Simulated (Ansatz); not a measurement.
`[CH3][SnH2][GeH3]` + HCl → `[Cl][SnH2][GeH3]` + CH₄ at 500 K and 1 bar (ligand exchange at the Sn–C bond).

Calculated with Ansatz (gas phase, PBE0-D4/def2-TZVP geometries, no zero-point term in ΔE). CCSD(T)/CBS adds triple-zeta CCSD(T) − MP2 to the extrapolated MP2 energy (def2 sets, frozen cores). This one scheme is used for every species. Elements past krypton have def2 core potentials. For Ge, Sn outer-core shells are correlated without core-valence functions, which leaves a few kJ/mol of doubt a bond. Scalar relativity is left out up to krypton.

```json
{"species": "`[CH3][SnH2][GeH3]`", "CCSD(T)/CBS energy (Eh)": "-2332.99556", "H − E (kJ/mol)": "241.2", "S (J/(mol·K))": "443.7"}
{"species": "HCl", "CCSD(T)/CBS energy (Eh)": "-460.38127", "H − E (kJ/mol)": "32.5", "S (J/(mol·K))": "201.9"}
{"species": "`[Cl][SnH2][GeH3]`", "CCSD(T)/CBS energy (Eh)": "-2752.95817", "H − E (kJ/mol)": "143.8", "S (J/(mol·K))": "424.6"}
{"species": "CH₄", "CCSD(T)/CBS energy (Eh)": "-40.46206", "H − E (kJ/mol)": "135.6", "S (J/(mol·K))": "206.8"}
```

H − E and S are ideal-gas, rigid-rotor, harmonic terms from PBE0-D4/def2-TZVP. 1 Eh = 2625.50 kJ/mol, R = 8.31446 J/(mol·K).

By hand: ΔE, ΔH, ΔS and ΔG.

ΔE = (-2752.95817) + (-40.46206) − (-2332.99556) − (-460.38127) = -0.04340 Eh = -113.9 kJ/mol. Δ(H − E) = 143.8 + 135.6 − 241.2 − 32.5 = 5.7, so ΔH = -108.2 kJ/mol. ΔS = 424.6 + 206.8 − 443.7 − 201.9 = -14.2 J/(mol·K). ΔG = -108.2 − 500 × (-14.2)/1000 = -101.1 kJ/mol.

By hand: the equilibrium constant, and the temperature at which ΔG would vanish if ΔH and ΔS stayed fixed.

log₁₀ K = −ΔG/(RT ln 10) = 10.6. ΔG = 0 at ΔH/ΔS = 7620 K, far beyond where these terms or the molecules hold.

The number of gas molecules stays the same, so ΔS is small and ΔH decides. A doubt of 5 kJ/mol in ΔE shifts log₁₀ K by 0.5 here. These are equilibria of isolated gas molecules and say nothing of rates. Largest T1 diagnostic: 0.012 (customary marks: 0.02 for closed shells, 0.045 for open ones).
